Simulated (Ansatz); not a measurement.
# Telling isomers of ClFH3NOSi apart by their spectra

These gas-phase data were calculated for one isomer of ClFH3NOSi at B3LYP-D3(BJ)/def2-SVP (harmonic, unscaled wavenumbers; equilibrium rotational constants with average atomic masses):

| Item | Value |
| --- | --- |
| rotational constants | 3.682, 2.328, 2.27 GHz |
| all wavenumbers above 1500 cm⁻¹ | 3558, 3554, 3431, 1607, 1600 |

Candidates:

(1) `N[Si@](O)(F)Cl`, a singlet
(2) `[NH3+][Si@-](=O)(F)Cl`, a singlet
(3) `NO[Si@H](F)Cl`, a singlet

Task: Which structure fits?

Result: Candidate (2). No mode falls between 2000 and 2380 cm⁻¹, where the Si–H stretch of (3) would stand. 3 modes lie between 3250 and 3800 cm⁻¹, one for each N–H bond, while (1) has 2.

The same quantities for all candidates:

```
     rotational constants (GHz)   wavenumbers above 1500 cm⁻¹  E above the lowest, B3LYP-D3(BJ)/def2-SVP (kcal/mol)
(1)         3.816, 2.402, 2.268        3874, 3709, 3605, 1520                                                   0.0
(2)          3.682, 2.328, 2.27  3558, 3554, 3431, 1607, 1600                                                  27.5
(3)         3.674, 2.721, 1.692        3534, 3446, 2335, 1627                                                  68.4
```

Each candidate is one conformer. Programs: Ansatz 0.2.0.
